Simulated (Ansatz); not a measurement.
Calculated with Ansatz (gas phase, PBE0-D4/def2-TZVP geometries, no zero-point term in ΔE). CCSD(T)/CBS is the MP2 limit (def2-TZVPP, def2-QZVPP) plus CCSD(T) − MP2 in def2-TZVPP, frozen cores. This one scheme is used for every species. DFT in def2-TZVPP. Elements past krypton have def2 core potentials. For I outer-core shells are correlated without core-valence functions, which leaves a few kJ/mol of doubt a bond. One conformer a species, not always the lowest.

Reaction (hydrogenolysis of a C–I bond): `N=C(S)I` + H₂ → `N=CS` + HI

`N=C(S)I`:

Z-matrix (Å, degrees):
```
C
S 1 1.761
I 1 2.121 2 115.9
N 1 1.247 2 125.8 3 -180.0
H 2 1.340 1 97.4 3 -0.0
H 4 1.020 1 113.5 2 -0.0
```

H₂:

Z-matrix (Å, degrees):
```
H
H 1 0.746
```

`N=CS`:

Z-matrix (Å, degrees):
```
C
S 1 1.747
N 1 1.261 2 123.4
H 1 1.096 2 111.0 3 180.0
H 2 1.345 1 94.8 3 0.0
H 3 1.018 1 110.8 2 180.0
```

HI:

```xyz
2

I    -0.469   -0.639    0.141
H     0.469    0.639   -0.141
```

| level | ΔE (kJ/mol) |
| --- | --- |
| r2SCAN-D4 | -59.1 |
| B2PLYP | -68.9 |
| CCSD/def2-TZVPP | -79.2 |
| HF/CBS(def2) | -105.6 |

**Question.** What does CCSD(T)/CBS give? (An estimate is asked.)

**Answer.** The calculation gave: -61.9 kJ/mol. The listed levels differ from it by 2.8, -7.0, -17.3, -43.7 kJ/mol.

Largest T1 diagnostic among the species: 0.014.

The D4 term adds +13.5 kJ/mol with B3LYP and +6.9 kJ/mol with PBE0; it sums over pairs of atoms, weighted by their polarisabilities, and B3LYP, whose exchange is more repulsive, gets the larger term. In def2-TZVPP, CCSD(T) changes the Hartree–Fock value by +37.2 kJ/mol (the triples alone add +9.9 kJ/mol) and MP2 by +51.6 kJ/mol. From PBE to PBE0 (25 % exact exchange), in def2-TZVPP and without D4, ΔE moves by −11.5 kJ/mol.

B3LYP here is the variant with VWN-RPA as its local correlation; programs differ in this.
